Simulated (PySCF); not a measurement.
C3H7ClSi, SMILES C[SiH2]C(Cl)=C.

Geometry: B3LYP-D3(BJ)/def2-SVP. One conformer was computed; it need not be the lowest.

Level of theory: B3LYP-D3(BJ)/def2-SVP run with PySCF.

Frequencies are harmonic and unscaled.

```
mode  ν (cm⁻¹)  IR (km/mol)  Raman (Å⁴/amu)  depolarisation  moving atoms (share of kinetic energy)
----  --------  -----------  --------------  --------------  --------------------------------------
1           67          0.7             2.4            0.75        C 45 %, H 31 %, Cl 13 %, Si 11 %
2          139          0.7             1.7            0.75         C 43 %, H 25 %, Cl 24 %, Si 8 %
3          158          0.2             1.0            0.70                                  H 92 %
4          225          1.0             2.3            0.72        C 29 %, H 27 %, Si 23 %, Cl 21 %
5          334          4.8             3.8            0.64        C 37 %, H 28 %, Si 23 %, Cl 13 %
6          400          8.1             3.6            0.73                          C 66 %, H 26 %
7          502         16.4             3.2            0.40                          H 81 %, Si 9 %
8          534         10.7            10.0            0.09        C 41 %, Cl 27 %, H 19 %, Si 14 %
9          677         11.4            15.7            0.47                 H 53 %, C 35 %, Si 11 %
10         695          6.6             7.8            0.71                          H 73 %, C 20 %
11         716         13.0             4.8            0.51                 H 76 %, C 12 %, Si 11 %
12         764         48.6             2.4            0.13                 H 70 %, C 16 %, Si 14 %
13         779         14.5             2.2            0.62                          C 50 %, H 36 %
14         889         31.6             7.4            0.75                          H 78 %, C 17 %
15         909        257.6             6.8            0.63                  H 79 %, Si 13 %, C 9 %
16         930         29.1             0.5            0.75                          H 73 %, C 27 %
17         953         99.6            16.0            0.75                                  H 95 %
18        1101         21.5             0.6            0.75                          C 53 %, H 45 %
19        1270         19.7             1.9            0.14                          H 79 %, C 21 %
20        1388         10.0            25.3            0.47                          H 86 %, C 14 %
21        1432          5.3            14.5            0.75                                  H 96 %
22        1439          2.1             9.8            0.74                                  H 96 %
23        1668         14.8            24.2            0.16                          C 89 %, H 11 %
24        2216        114.1           127.9            0.17                                  H 97 %
25        2224        112.5           130.8            0.28                                  H 97 %
26        3035          3.1           130.3            0.01                                  H 97 %
27        3129          4.2           100.0            0.72                           H 91 %, C 9 %
28        3134          2.5            65.7            0.73                           H 91 %, C 9 %
29        3135          1.1           117.5            0.11                                  H 95 %
30        3234          0.9            90.1            0.74                          H 89 %, C 11 %
```
